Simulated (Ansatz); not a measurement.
# Relaxing a trial structure of C4H6O4S

The starting geometry of this gas-phase singlet was optimised with GFN2-xTB; its bonds are those of `C=C(C(=O)O)S(C)(=O)=O`.

```xyz
15

C    -3.2902    0.2463    0.0494
C    -2.2763   -0.1154   -0.7186
C    -2.4142   -0.5423   -2.1256
C     0.0124   -1.6608    0.1208
O    -3.3566   -0.2997   -2.8300
O    -1.3569   -1.2480   -2.5390
O    -0.6924    0.6236    1.2339
O     0.2095    0.7228   -1.0533
S    -0.5841    0.0402   -0.0742
H    -3.0974    0.5879    1.0532
H    -4.3106    0.2095   -0.3000
H    -1.4366   -1.4497   -3.4860
H     0.1115   -2.1046   -0.8596
H    -0.7052   -2.1896    0.7344
H     0.9716   -1.6060    0.6210
```

Question: Predict what becomes of its bonds when it is optimised with PBE-D3(BJ)/def2-SVP.

Answer: It keeps its bonds, and is `C=C(C(=O)O)S(C)(=O)=O`.

The energy falls by 0.30 eV over 11 steps:

| step | E − E(last) (eV) |
| --- | --- |
| 1 | 0.297 |
| 2 | 0.077 |
| 3 | 0.033 |
| 4 | 0.008 |
| 5 | 0.004 |
| 7 | 0.000 |
| 8 | 0.000 |
| 9 | 0.000 |
| 10 | 0.000 |
| 11 | 0.000 |

Final geometry (Å):

```xyz
15

C    -3.2763    0.3160    0.0019
C    -2.2415   -0.1368   -0.7279
C    -2.4317   -0.5994   -2.1391
C     0.0413   -1.6686    0.1326
O    -3.4741   -0.4901   -2.7551
O    -1.3230   -1.1859   -2.6505
O    -0.7700    0.5244    1.3950
O     0.2602    0.7661   -0.9581
S    -0.5746    0.0267    0.0126
H    -3.1068    0.6655    1.0324
H    -4.2844    0.3417   -0.4413
H    -1.5519   -1.4375   -3.5720
H     0.0778   -2.1049   -0.8805
H    -0.6168   -2.2363    0.8150
H     1.0562   -1.5665    0.5613
```

The end wasn't checked by frequencies. Run with Ansatz 0.2.0, 9.9 s on 4 threads of AMD EPYC 9R45 96-Core Processor (Zen 5), on a shared host.
